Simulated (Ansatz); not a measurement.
Geometry optimisation, RKS BHLYP/def2-mTZVP in Ansatz 0.2.0.

The input (input.yaml):

```yaml
crystal:
  periodic: [false, false, false]
  atoms:
    - { symbol: F, position_ang: [0.0988, -0.5959, 1.63295] }
    - { symbol: C, position_ang: [0.3813, -0.66186, 0.33088] }
    - { symbol: F, position_ang: [-0.07966, -1.8063, -0.15234] }
    - { symbol: F, position_ang: [1.69636, -0.63054, 0.17427] }
    - { symbol: Si, position_ang: [-0.51935, 0.92312, -0.51798] }
    - { symbol: H, position_ang: [-1.21056, 1.7181, 0.50551] }
    - { symbol: H, position_ang: [-0.3669, 1.05338, -1.97329] }
total_charge: 1
basis:
  gaussian: { orbitals: def2-mTZVP }
hamiltonian:
  xc: { name: BHLYP }
relax:
  f_tol: 0.015
  max_steps: 40
output:
  orbitals: {}
```

Command:

```bash
$ ansatz run input.yaml --threads 2 --pin off --max-ram 3072MiB --backend cpu --events-out ev --progress --plain --runs-dir out
```

Question: Where does it end, and by what steps?

Answer: The forces met the threshold. Limits of this set-up: the dipole of an ion depends on the origin. After 6 steps the energy has fallen by 0.143 eV; H6 moved furthest, 0.16 Å.

```csv
step,energy less start (eV),largest force component (eV/Å),accepted
0,0.0000,1.321,yes
1,-0.1258,0.424,yes
2,-0.1386,0.147,yes
3,-0.1417,0.102,yes
4,-0.1417,0.204,no
5,-0.1423,0.018,yes
6,-0.1425,0.015,yes
```

```xyz
7
Properties=species:S:1:pos:R:3
F 0.156 -0.694 1.662
C 0.374 -0.666 0.368
F -0.106 -1.760 -0.190
F 1.669 -0.575 0.134
Si -0.493 0.865 -0.453
H -1.241 1.805 0.374
H -0.360 1.026 -1.896
```

Whether the end is a true minimum wasn't checked by a vibrational analysis.

The run took 31 s on 2 threads of Arm Neoverse N1 (shared host), peak memory 0.2 GiB.
